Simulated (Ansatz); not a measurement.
Two structures of GaSiH5, singlet, reached by relaxing down either side of one saddle point (PBE0-D4/def2-TZVP). Energies are electronic, without zero-point energy. Computed with Ansatz 0.2.0 (basis: def2-TZVPP and def2-QZVPP); correlated methods freeze the cores. Filled d shells of the heavier atoms are correlated. The def2 sets are not built for correlating such inner shells, so the correlated values are less sure here. Extrapolation: Hartree–Fock as exp(−7.88 √X), correlation as X^−2.97. First:

```
atom    x (Å)    y (Å)    z (Å)
 Ga1  -0.8349  -0.4765   1.7338
 Si2   0.8659   0.5384   0.0488
  H3  -1.6712  -1.0576  -0.6807
  H4  -2.2137  -1.3816  -0.2669
  H5   2.2434   0.0332   0.3524
  H6   0.9407   2.0237   0.2312
  H7   0.6697   0.3204  -1.4187
```

Second:

```json
{"atom": "Ga1", "x (Å)": "-1.3983", "y (Å)": "-0.7814", "z (Å)": "1.6638"}
{"atom": "Si2", "x (Å)": "0.7750", "y (Å)": "0.4643", "z (Å)": "-0.4259"}
{"atom": "H3", "x (Å)": "-0.4927", "y (Å)": "-0.3412", "z (Å)": "-0.4692"}
{"atom": "H4", "x (Å)": "-2.4086", "y (Å)": "-1.4926", "z (Å)": "0.5318"}
{"atom": "H5", "x (Å)": "1.8096", "y (Å)": "-0.2790", "z (Å)": "0.3318"}
{"atom": "H6", "x (Å)": "0.5060", "y (Å)": "1.7792", "z (Å)": "0.2028"}
{"atom": "H7", "x (Å)": "1.2090", "y (Å)": "0.6508", "z (Å)": "-1.8351"}
```

Q: Which bonds change from the first to the second?

A: GaSiH₃ ([SiH3][Ga]) + H₂ → SiH₄ + GaH; bonds formed: Ga1–H4, Si2–H3; bonds broken: Ga1–Si2, H3–H4.

Q: Give the saddle point's structure and its height above each. (Judge from chemistry; the value comes from the calculation.)

A: Computed: 65.2 kJ/mol above the first and 75.0 kJ/mol above the second (CCSD(T) at an estimated basis limit (MP2 extrapolated from triple and quadruple zeta, plus CCSD(T) − MP2 in triple zeta)).
```xyz
7
angstrom
Ga -1.1483 -0.6625 1.5682
Si 0.6466 0.3910 -0.1808
H -0.9147 -0.5844 -0.2893
H -1.8537 -1.1465 0.0026
H 1.9106 -0.2018 0.3435
H 0.5956 1.8254 0.2256
H 0.7639 0.3788 -1.6698
```

The search had been set up for a 1,1-elimination (forming Si2–H3, breaking Ga1–Si2, Ga1–H3); from that guess it ended on this step instead.

T1 diagnostic: at most 0.015. The restricted Hartree–Fock reference is unstable towards an unrestricted one at one or more of these structures. The start structure is not quite a true minimum (one mode of 56i cm⁻¹).

Labels in which every atom is bracketed show which atoms are joined, not bond orders.

For scale, one of the runs: CCSD(T)/def2-TZVPP, 160 basis functions, launched by `ansatz run in.yaml --threads 2 --pin off --events-out ev --progress --plain --max-ram 4352MiB`. The run took 25 s on 2 CPU threads of an Arm Neoverse V2 (shared host), with 1.1 GiB of host memory at its peak.
